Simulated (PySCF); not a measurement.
Nuclear quadrupole coupling in `CC(=O)O[SiH2]O[C@@H](C)CF`

Compound: C5H11FO3Si.
Cartesian coordinates in Å at the GFN2-xTB level; atoms count from 1:
```xyz
21
C5H11FO3Si angstrom
C      3.1802    1.5905   -0.2306
C      2.7680    0.1473   -0.1185
O      3.5158   -0.7896   -0.1893
O      1.4626    0.0089    0.0724
Si     0.7119   -1.4753    0.1461
O     -0.7991   -1.1898    0.6308
C     -1.9141   -0.6350   -0.0079
C     -2.9866   -0.3600    1.0420
C     -1.5525    0.6474   -0.7548
F     -0.8333    0.3480   -1.8850
H      2.6918    2.0306   -1.0976
H      2.8537    2.1310    0.6550
H      4.2582    1.6613   -0.3373
H      1.1846   -2.2211    1.2951
H      0.8298   -2.0831   -1.1699
H     -2.2843   -1.3646   -0.7431
H     -3.9054   -0.0222    0.5711
H     -2.6367    0.3988    1.7372
H     -3.1850   -1.2719    1.5977
H     -2.4494    1.1814   -1.0819
H     -0.9191    1.2844   -0.1321
```

Field gradients from the PBE0/pcSseg-1 density (PySCF, non-relativistic), principal values in atomic units, ordered |Vxx| ≤ |Vyy| ≤ |Vzz|:

```json
{"atom": "O3", "Vxx": "0.6300", "Vyy": "1.0082", "Vzz": "-1.6382"}
{"atom": "O4", "Vxx": "-0.6193", "Vyy": "-0.7312", "Vzz": "1.3506"}
{"atom": "O6", "Vxx": "-0.5943", "Vyy": "-1.0689", "Vzz": "1.6632"}
```

Question: Find the asymmetry η = (Vxx − Vyy)/Vzz and the couplings χ = eQV/h (234.96 MHz × Q in barn × V in au), with Q(17O) = −0.0256 b.

Answer: 
| atom | environment | nucleus | η | χzz (MHz) | χxx (MHz) | χyy (MHz) |
| --- | --- | --- | --- | --- | --- | --- |
| O3 | carbonyl oxygen | 17O | 0.23 | 9.85 | -3.79 | -6.06 |
| O4 | oxygen singly bound to a carbonyl carbon | 17O | 0.08 | -8.12 | 3.73 | 4.40 |
| O6 | silyl ether oxygen | 17O | 0.29 | -10.00 | 3.57 | 6.43 |

Question: What is Vzz at O3 in SI units (1 au = 9.71736 × 10²¹ V/m²)?

Answer: -1.6382 au = -15.919 × 10²¹ V/m².

Question: And the gradient at the other heavy atoms, for which no coupling is worked out here?

Answer: 
| atom | environment | Vzz (au) | η |
| --- | --- | --- | --- |
| C1 | methyl carbon next to a carbonyl | 0.098 | 0.57 |
| C2 | carbonyl carbon | -0.419 | 0.96 |
| Si5 | oxygen-bound silicon | -0.642 | 0.57 |
| C7 | sp3 carbon bound to oxygen | 0.392 | 0.13 |
| C8 | methyl carbon | 0.076 | 0.27 |
| C9 | sp3 C–F carbon | 0.544 | 0.13 |
| F10 | alkyl fluorine | 3.018 | 0.06 |

Question: What couplings would deuterons (Q(2H) = 0.00286 b) have in place of the hydrogens, at this geometry?

Answer: 
| atom | bonded to | bond length (Å) | Vzz (au) | η | χzz (kHz) |
| --- | --- | --- | --- | --- | --- |
| H11 | C1 | 1.088 | 0.3118 | 0.03 | 209 |
| H12 | C1 | 1.088 | 0.3129 | 0.03 | 210 |
| H13 | C1 | 1.086 | 0.3134 | 0.02 | 211 |
| H14 | Si5 | 1.449 | 0.1686 | 0.03 | 113 |
| H15 | Si5 | 1.454 | 0.1635 | 0.02 | 110 |
| H16 | C7 | 1.100 | 0.2790 | 0.06 | 187 |
| H17 | C8 | 1.086 | 0.3160 | 0.03 | 212 |
| H18 | C8 | 1.087 | 0.3142 | 0.03 | 211 |
| H19 | C8 | 1.086 | 0.3157 | 0.02 | 212 |
| H20 | C9 | 1.094 | 0.2907 | 0.08 | 195 |
| H21 | C9 | 1.093 | 0.2886 | 0.07 | 194 |

The structure is a single GFN2-xTB conformer in the gas phase; no vibrational or solvent corrections. GFN2-xTB bond lengths can be off by several hundredths of an ångström, more for odd bonds, and the gradients follow them. With so small a basis the couplings can be 20 % off.
